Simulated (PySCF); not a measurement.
Spin–spin couplings to the heavy atom in SMILES BrC(C=C)=O, C$_{3}$H$_{3}$BrO

Cartesian coordinates in Å; atom numbers follow the order of the lines, from 1:
```xyz
8

C    -1.2001    0.3133   -0.0355
C    -0.1691   -0.5130   -0.2237
C     1.2471   -0.2190    0.0607
O     2.1489   -0.9632   -0.1266
Br    1.6066    1.5657    0.8176
H    -2.2168   -0.0007   -0.2843
H    -1.0544    1.3189    0.3676
H    -0.3061   -1.5209   -0.6279
```

[PySCF 2.14.0: indirect couplings; PBE0/pcJ-1 (dyall-v2z on Br), no solvent, finite nuclei, PBE0-D3(BJ)/def2-SVP geometry]

Non-relativistic values:
```
    coupling     atoms  J (Hz)
1J(79Br,13C)  Br5 – C3  -202.2
2J(79Br,13C)  Br5 – C2    15.4
2J(79Br,17O)  Br5 – O4    48.3
3J(79Br,13C)  Br5 – C1     2.8
 3J(79Br,1H)  Br5 – H8     3.4
 4J(79Br,1H)  Br5 – H7    -2.0
```

Question: What do two-component X2C with spin–orbit coupling give?

Answer: 
| coupling | atoms | with spin–orbit (Hz) |
| --- | --- | --- |
| 1J(79Br,13C) | Br5 – C3 | -208.8 |
| 2J(79Br,13C) | Br5 – C2 | 15.4 |
| 2J(79Br,17O) | Br5 – O4 | 49.1 |
| 3J(79Br,13C) | Br5 – C1 | 1.8 |
| 3J(79Br,1H) | Br5 – H8 | 3.2 |
| 4J(79Br,1H) | Br5 – H7 | -1.9 |

The largest listed coupling, 1J(79Br,13C), ends at 1.03 times its non-relativistic value. Couplings to strongly quadrupolar nuclei (79Br) are seldom resolved in solution.
